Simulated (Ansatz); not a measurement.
ClH₃S₂Si (`SS[SiH2]Cl`), relaxed with RKS PBE0-D4/def2-TZVP in Ansatz 0.2.0 from a PBE-D4/def2-SVP geometry. The force threshold is 0.005 eV/Å; the program also tests the step.

The species carries charge 0 and has multiplicity 1.

Start:

```xyz
7

S    -1.200   -1.260    1.424
S    -0.653   -1.300   -0.619
Si    0.178    0.689   -0.735
Cl    1.906    0.851    0.418
H     0.030   -1.577    1.932
H     0.536    0.886   -2.181
H    -0.797    1.711   -0.238
```

| step | energy (eV) | largest force (eV/Å) | largest move (Å) |
| --- | --- | --- | --- |
| 1 | -42108.5981 | 0.753 | 0.000 |
| 2 | -42108.6481 | 0.285 | 0.046 |
| 3 | -42108.6507 | 0.062 | 0.031 |
| 4 | -42108.6516 | 0.025 | 0.017 |
| 5 | -42108.6518 | 0.007 | 0.009 |
| 6 | -42108.6518 | 0.015 | 0.015 |
| 7 | -42108.6519 | 0.004 | 0.004 |

End:

```xyz
7

S    -1.181   -1.215    1.394
S    -0.629   -1.288   -0.595
Si    0.180    0.676   -0.730
Cl    1.892    0.861    0.387
H     0.000   -1.590    1.920
H     0.528    0.887   -2.154
H    -0.789    1.668   -0.221
```

Run time 18 s (2 threads of an Intel Xeon 6975P-C on a shared host); peak host memory 0.45 GiB.
